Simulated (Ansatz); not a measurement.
`C[CH2][Ga]([CH3])[Cl]` + benzene → `[CH3][Ga]([Cl])[c]1ccccc1` + ethane  (formal exchange of groups at a Ga–C bond)

Gas-phase electronic energies from Ansatz, PBE0-D4/def2-TZVP geometries. CBS: MP2 limit from def2 TZ/QZ plus the TZ coupled-cluster correction, frozen cores. This one scheme is used for every species. Functionals use def2-TZVPP. For Ga outer-core shells are correlated without core-valence functions, which leaves a few kJ/mol of doubt a bond. Scalar relativity is left out up to krypton. Each species was taken in one conformer, which may not be the lowest.

Task: Is it downhill or uphill in electronic energy at CCSD(T)/CBS, and by how much? (Best estimate.)

Result: The calculation gave: Downhill: ΔE = -0.20 eV.

Task: What do these levels give: BLYP-D4, B2PLYP, PBE, r2SCAN, CAM-B3LYP, MP2/def2-SVP? (Best estimate.)

Result: Ansatz gave: BLYP-D4 -0.22, B2PLYP -0.20, PBE -0.14, r2SCAN -0.17, CAM-B3LYP -0.15, MP2/def2-SVP -0.31 eV.

Largest T1 diagnostic among the species: 0.011.

The D4 term adds −0.07 eV with B3LYP and −0.04 eV with PBE0; it sums over pairs of atoms, weighted by their polarisabilities, and B3LYP, whose exchange is more repulsive, gets the larger term. Leaving LDA and LC-ωPBE aside and taking each functional with its dispersion term where it has one, the values, not all of them listed here, spread over 0.06 eV, from BHLYP-D4 to ωB97M-V.

B3LYP here is the variant with VWN-RPA as its local correlation; programs differ in this.
